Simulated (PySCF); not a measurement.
Sn(H)(Br)2(OH) (Br2H2OSn), SMILES [OH][SnH]([Br])[Br]. Geometry optimised at PBE0-D3(BJ)/def2-SVP. The structure was generated by enumeration; whether it is a known compound was not checked. The def2 effective core potentials stand for the cores of Sn; spin–orbit coupling is left out. Other conformers were not sampled.

Computed equilibrium geometry at PBE0-D3(BJ)/def2-SVP (PySCF confirms it by a frequency run) as a Z-matrix, and its point group (one conformer of several):
point group Cs.
```
Sn
O 1 1.9657
H 2 0.9654 1 113.07
H 1 1.6979 2 107.27 3 -180.00
Br 1 2.4811 4 112.29 2 119.84
Br 1 2.4811 4 112.29 2 -119.84
```
Charge 0, spin multiplicity 1.
